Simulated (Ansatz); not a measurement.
The first iterations of a band of a periodic cell of 19 atoms, PdC18 (surface graphene monolayer, adsorbate Pd).

Method: Ansatz 0.2.0, DFT PBE-D3(BJ), scalar-relativistic, plane waves, PAW. Settings: cutoff 420 eV, k mesh 2x2x1, gaussian smearing 0.02 eV, no spin polarisation.

- movable images: 7
- climbing image: yes
- spring: 5.0 eV/Å²
- optimiser: quadratic models (default)
- start path: straight line
- force threshold: 0.03 eV/Å
- iteration limit: 34
- end points: relaxed

First end point:

```xyz
19
Lattice="7.3980 0.0000 0.0000 -3.6990 6.4069 0.0000 0.0000 0.0000 12.0000" Properties=species:S:1:pos:R:3
C 0.009 -0.035 1.015
C 1.222 0.678 0.978
C -1.234 2.118 1.020
C -0.011 2.813 0.982
C -2.469 4.241 0.956
C -1.244 4.949 0.980
C 2.462 -0.031 0.980
C 3.675 0.682 1.017
C 1.229 2.105 0.979
C 2.454 2.813 0.956
C -0.004 4.241 0.980
C 1.219 4.936 1.019
C 4.917 -0.037 1.123
C 6.165 0.684 1.123
C 3.694 2.109 0.961
C 4.918 2.816 0.964
C 2.465 4.238 0.965
C 3.689 4.946 0.963
Pd 1.843 6.730 3.162
```

Last end point:

Only the atoms that move by more than 0.05 Å are listed.
```
C1 -0.015 -0.037 1.123
C2 1.233 0.684 1.123
C3 -1.238 2.109 0.961
C13 4.928 -0.031 0.980
C14 6.141 0.682 1.017
C18 3.685 4.936 1.019
Pd19 4.309 6.730 3.162
```

| iteration | highest image above the first end (eV) | largest band force component (eV/Å) |
| --- | --- | --- |
| 1 | 0.083 | 0.820 |
| 2 | 0.064 | 0.489 |

Problem. Does the band converge within its limit, and where does its top end?

Solution. It converged. It ended after 8 iterations with the highest image 0.052 eV above the first end. The profile has 2 maxima (images 2, 6) with wells between them (image 4): this band takes more than one step, which may be the mechanism or a detour left from its start path. By the program's own check the climbing image is a first-order saddle point (lowest curvatures found: -0.66 and 0.74 eV/Å²). Limits of this set-up: coarse k mesh, slab without dipole correction.

Run time: 12 min on 1 thread of Arm Neoverse V1, on a shared host, peak memory 1.2 GiB.
